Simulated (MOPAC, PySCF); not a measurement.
[Zn(Br)2], neutral singlet in the gas phase. 

Cartesian coordinates (Å):
```xyz
3

Zn     0.0000     0.0000     0.0000
Br     1.4918     1.4139    -0.8824
Br    -1.4918    -1.4139     0.8824
```
Charge 0, multiplicity 1.

All levels are single points at this geometry (PBE-D3(BJ)/def2-SVP); Pople sets use spherical d functions. Orbital energies aren't observables, and empty levels follow the basis.

```
level                                 HOMO (eV)  LUMO (eV)  gap (eV)  dipole (D)  vertical IE, Delta-SCF (eV)
------------------------------------  ---------  ---------  --------  ----------  ---------------------------
B3LYP-D3(BJ)/def2-TZVP in PySCF           -8.30      -2.18      6.12        0.00                            –
TPSSh-D3(BJ)/def2-TZVP in PySCF           -7.90      -2.23      5.67        0.00                            –
BP86/6-31G* (LANL2DZ on Zn) in PySCF      -7.42      -2.95      4.47        0.00                            –
PBE/6-31G* (LANL2DZ on Zn) in PySCF       -7.31      -2.82      4.49        0.00                            –
HF/6-31G* (LANL2DZ on Zn) in PySCF       -11.46       1.01     12.47        0.00                        11.29
HF/STO-3G in PySCF                        -5.34       4.56      9.89        0.00                            –
PM3 in MOPAC                             -12.16      -3.18      8.98        0.00                            –
PM6 in MOPAC                             -11.06      -0.98     10.08        0.00                            –
PM7 in MOPAC                             -10.32       1.35     11.67        0.00                            –
```
